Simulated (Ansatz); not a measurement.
Ligand exchange: C3H8AlCl + Si(CH3)2(OH)(SiH3) → C3H9AlO + Si(CH3)2(SiH3)Cl

Species: C3H8AlCl `C[CH](C)[AlH][Cl]`, singlet; Si(CH3)2(OH)(SiH3), singlet; C3H9AlO `C[CH](C)[AlH][OH]`, singlet; Si(CH3)2(SiH3)Cl, singlet. The partners trade Cl for OH: Al–Cl and Si–OH bonds give way to Al–OH and Si–Cl.

Shapes, held fixed at every level: PBE0-D4/def2-TZVP. Flexible molecules stand in one conformer, not always the lowest. Programs: Ansatz 0.2.0. Electronic energies: no zero-point or thermal term.

```
               level                    kind  ΔE (kJ/mol)  less CCSD(T)/CBS estimate
   PBE-D4/def2-TZVPP                     GGA        +12.0                       -2.9
 B3LYP-D4/def2-TZVPP           global hybrid        +13.9                       -1.0
  wB97M-V/def2-TZVPP  range-separated hybrid        +15.2                       +0.3
  wB97X-V/def2-TZVPP  range-separated hybrid        +15.5                       +0.6
   B2PLYP/def2-TZVPP           double hybrid        +14.8                       -0.1
     CCSD/def2-TZVPP   coupled cluster or CI        +17.0                       +2.1
CCSD(T)/CBS estimate   coupled cluster or CI        +14.9                        0.0
```

The highest level, CCSD(T)/CBS estimate, gives ΔE = +14.9 kJ/mol; the levels span +12.0 to +17.0. The column of differences is taken from that level and isn't an error. No measured value is set beside it here. The CBS estimate extrapolates MP2 from def2-TZVPP and def2-QZVPP and adds CCSD(T) − MP2 in the triple-zeta set, cores frozen.
